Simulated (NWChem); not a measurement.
# MoSOClF; SMILES [O]=[Mo](=[S])([F])[Cl]

All runs: NWChem. Coordinates come from a PBE0/def2-SVP optimisation. def2 effective core potentials on Mo; no spin-orbit coupling. Level SCAN/def2-SVP: energy and gradient on several grids; changes count from the extra-fine grid, which is no exact limit either.

```tsv
grid	size of the energy change (μHa)	largest change of a gradient component (μHa/bohr)	time, medium = 1 (rough)
xcoarse	30000	10000	about 1
coarse	6000	2000	about 1
medium	4000	800	about 1
fine	2000	300	about 1
xfine	< 10	< 30	2
```
